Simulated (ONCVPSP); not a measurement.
**Transferability test, ONCV potential for silicon**

ONCVPSP 4.0.1 input, shortened (lines: element, Z, core and valence counts, functional; n l f; lmax; l rc ep ncon nbas qcut; lloc lpopt rc5 dvloc0; l nproj debl; icmod fcfact rcfact), PBE, scalar-relativistic:

```
  Si 14.00    3    2        4      upf
    1    0    2.00
    2    0    2.00
    2    1    6.00
    3    0    2.00
    3    1    2.00
    2
    0    1.80    0.00    4    8    3.50
    1    1.80    0.00    4    8    4.60
    2    1.90    0.19    3    6    4.70
    1    5    1.80    0.00
    0    2    3.20
    1    0    1.80
    2    3    2.10
    1    0.35    0.00
```

Energies are relative to the spin-unpolarised reference configuration 3s2 3p2; without spin polarisation the order of configurations can differ from experiment.

| valence configuration | charge | ΔE all-electron (eV) | error AE − PS (meV) |
| --- | --- | --- | --- |
| 3s2 3p1 | +1 | 7.740 | +1.5 |
| 3s2 3p0 | +2 | 23.733 | +12 |
| 3s1 3p0 | +3 | 57.704 | +53 |
| 3s0 3p4 | 0 | 13.778 | -13 |

Levels in the configuration 3s2 3p0:

```
level  all-electron (eV)  pseudo (eV)
   3s            -28.536      -28.510
```
